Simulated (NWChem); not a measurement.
CH3BaFN2

```xyz
8

Ba     0.3053    -0.5058     0.0000
F     -1.1190    -2.2477     0.0000
C     -0.3994     2.4409     0.0000
N     -0.2180     1.8246    -1.1571
N     -0.2180     1.8246     1.1571
H     -0.7207     3.5058     0.0000
H     -0.4271     2.4298    -1.9441
H     -0.4271     2.4298     1.9441
```
Atoms are numbered in this order, from 1.

All runs: NWChem. Structure relaxed at the PBE0/def2-SVP level. def2 effective core potentials on Ba; no spin-orbit coupling. B3LYP is NWChem's, with the RPA form of VWN correlation. Vertical excitations in the gas phase; the lowest state need not have the same character in each row.

```csv
level,"lowest excitation, singlet (eV)",oscillator strength of that lowest state,"lowest state with f > 0.02, singlet (eV)",oscillator strength of that bright state,orbital gap (eV)
"PBE/def2-SVP, TDA",2.98,0.002,4.21,0.061,2.99
"B3LYP/def2-SVP, TDA",3.41,0.003,4.75,0.067,4.18
"PBE0/def2-SVP, TDA",?,0.002,?,0.061,?
```

Problem. Fill in the missing entries.

Solution. 
- PBE0/def2-SVP, TDA, lowest excitation, singlet (eV): 3.73
- PBE0/def2-SVP, TDA, lowest state with f > 0.02, singlet (eV): 5.03
- PBE0/def2-SVP, TDA, orbital gap (eV): 4.67
